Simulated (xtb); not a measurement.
C₃H₉B (SMILES CB(C)C), singlet, from a rough starting geometry; GFN2-xTB (xtb).

Here is a job for xtb.
```
$ xtb mol.xyz --gfn 2 --opt vtight --json

# file mol.xyz
13

B     -0.05399662     0.01697902     0.02229284
C      1.52645633    -0.16965800    -0.35447498
H      1.89137147    -1.14274608    -0.15090992
H      2.12350043     0.50409181     0.25449962
H      1.77394593     0.09494283    -1.47061965
C     -0.58013375    -0.62126651     1.36280403
H     -1.21811267    -1.52246227     1.06682148
H     -1.17166676     0.00472329     1.88264729
H      0.19066392    -1.01801455     2.02683866
C     -0.93816339     0.83283256    -0.92182350
H     -1.90939548     0.95636928    -0.51159190
H     -1.08798891     0.27459510    -1.80955119
H     -0.52041093     1.77959627    -1.27419763
```

What the program printed (banner, timings and long lists left out):

```
   ID    Z sym.   atoms
    1    5 B      1
    2    6 C      2, 6, 10
    3    1 H      3-5, 7-9, 11-13

           -------------------------------------------------
          |                Calculation Setup                |
           -------------------------------------------------

           -------------------------------------------------
          |                 G F N 2 - x T B                 |
           -------------------------------------------------

          ...................................................
          :                      SETUP                      :
          :.................................................:
          :  # basis functions                  25          :
          :  # atomic orbitals                  25          :
          :  # shells                           17          :
          :  # electrons                        24          :
          :  max. iterations                   250          :
          :  Hamiltonian                  GFN2-xTB          :
          :  restarted?                      false          :
          :  GBSA solvation                  false          :
          :  PC potential                    false          :
          :  electronic temp.          300.0000000     K    :
          :  accuracy                    1.0000000          :
          :  -> integral cutoff          0.2500000E+02      :
          :  -> integral neglect         0.1000000E-07      :
          :  -> SCF convergence          0.1000000E-05 Eh   :
          :  -> wf. convergence          0.1000000E-03 e    :
          :  Broyden damping             0.4000000          :
          :  net charge                          0          :
          :  unpaired electrons                  0          :
          ...................................................

 iter      E             dE          RMSdq      gap      omega  full diag
   1    -12.1552184 -0.121552E+02  0.541E+00    6.87       0.0  T
   2    -12.3502860 -0.195068E+00  0.445E+00    3.63       1.0  T
   3    -12.4053502 -0.550642E-01  0.240E+00    4.95       1.0  T
   4    -12.3999939  0.535631E-02  0.909E-01    4.36       1.0  T
   5    -12.4154547 -0.154608E-01  0.228E-01    4.88       1.0  T
   6    -12.4159717 -0.517053E-03  0.532E-02    4.81       1.0  T
   7    -12.4159741 -0.233003E-05  0.870E-03    4.80       3.2  T
   8    -12.4159742 -0.979539E-07  0.550E-03    4.80       5.0  T
[...]
 * total energy  :   -12.2272366 Eh     change       -0.1501771E-05 Eh
 * total energy  :   -12.2272349 Eh     change        0.1752642E-05 Eh
 * total energy  :   -12.2272376 Eh     change       -0.2732336E-05 Eh
 * total energy  :   -12.2272380 Eh     change       -0.4264278E-06 Eh
 * total energy  :   -12.2272382 Eh     change       -0.1431432E-06 Eh
 * total energy  :   -12.2272383 Eh     change       -0.1525517E-06 Eh
 * total energy  :   -12.2272385 Eh     change       -0.2248500E-06 Eh
 * total energy  :   -12.2272388 Eh     change       -0.3070395E-06 Eh
 * total energy  :   -12.2272392 Eh     change       -0.3474959E-06 Eh
 * total energy  :   -12.2272395 Eh     change       -0.3245045E-06 Eh
 * total energy  :   -12.2272397 Eh     change       -0.1959650E-06 Eh
 * total energy  :   -12.2272398 Eh     change       -0.8112390E-07 Eh
   *** GEOMETRY OPTIMIZATION CONVERGED AFTER 29 ITERATIONS ***
         :: total energy             -12.227239787992 Eh    ::
[...]
    11   1 H        0.925     0.026     2.648     2.545
    12   1 H        0.925     0.041     2.430     2.438
    13   1 H        0.925     0.040     2.446     2.446

 Mol. C6AA /au·bohr⁶  :       1105.878795
 Mol. C8AA /au·bohr⁸  :      24238.403868
 Mol. α(0) /au        :         50.642403

Wiberg/Mayer (AO) data.
largest (>0.10) Wiberg bond orders for each atom

 ---------------------------------------------------------------------------
     #   Z sym  total        # sym  WBO       # sym  WBO       # sym  WBO
 ---------------------------------------------------------------------------
     1   5 B    3.282 --     6 C    1.036     2 C    1.036    10 C    1.036
     2   6 C    3.973 --     1 B    1.036     5 H    0.988     3 H    0.964
                             4 H    0.958
     3   1 H    0.998 --     2 C    0.964
     4   1 H    0.998 --     2 C    0.958
     5   1 H    0.999 --     2 C    0.988
     6   6 C    3.973 --     1 B    1.036     9 H    0.988     8 H    0.963
                             7 H    0.959
     7   1 H    0.998 --     6 C    0.959
     8   1 H    0.998 --     6 C    0.963
     9   1 H    0.999 --     6 C    0.988
    10   6 C    3.973 --     1 B    1.036    11 H    0.988    13 H    0.962
                            12 H    0.960
    11   1 H    0.999 --    10 C    0.988
    12   1 H    0.998 --    10 C    0.960
    13   1 H    0.998 --    10 C    0.962
 ---------------------------------------------------------------------------

Topologies differ in total number of bonds
Writing topology from bond orders to xtbtopo.mol

molecular dipole:
                 x           y           z       tot (Debye)
 q only:       -0.000      -0.001      -0.001
   full:       -0.000      -0.001      -0.002       0.006
molecular quadrupole (traceless):
                xx          xy          yy          xz          yz          zz
 q only:       -0.294       0.245       0.427       0.129       0.424      -0.133
  q+dip:        0.193       0.002      -0.219      -0.011      -0.248       0.026
   full:       -0.368       0.333       0.545       0.174       0.536      -0.176

optimized geometry written to: xtbopt.xyz

           -------------------------------------------------
          | TOTAL ENERGY              -12.227239787992 Eh   |
          | GRADIENT NORM               0.000080331319 Eh/α |
          | HOMO-LUMO GAP               4.946012534856 eV   |
           -------------------------------------------------
```
